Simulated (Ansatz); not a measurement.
The Si1–H2 bond of H3NSi (SMILES N[SiH]) is stretched (multiplicity 1, the rest rigid).
Geometry at rest (charge 0, multiplicity 1):
```xyz
5

Si    -0.2447     0.3910     0.5100
H     -0.5860     1.4739    -0.5153
N      0.3978    -0.6896    -0.6544
H      0.4631    -0.5284    -1.6484
H      0.7649    -1.5931    -0.3951
```

Correlated levels freeze the cores.

Run with Ansatz (Gaussian basis) for Hartree–Fock, density functionals and correlated methods. Values without a source in brackets are computed.

FIC-MRCISD+Q on CASSCF(2,2)/cc-pV(T+d)Z, total energies (hartree):

```csv
R (Å),CASSCF,MRCISD,weight c² of the reference
1.530,-345.162576,-345.470649,0.89981
2.677,-345.084745,-345.384417,0.89957
4.895,-345.050418,-345.347105,0.90018
```

Task: Add the Davidson correction (E_MRCISD − E_CASSCF)(1 − c²)/c² and give the energies above the first point at the three levels.

Result: 
Corrections (hartree): -0.034304, -0.033457, -0.032899. Above the first point (kcal/mol):
- R = 2.677 Å: CASSCF 48.8, MRCISD 54.1, with the correction 54.6
- R = 4.895 Å: CASSCF 70.4, MRCISD 77.5, with the correction 78.4

Ansatz is an electronic-structure program.
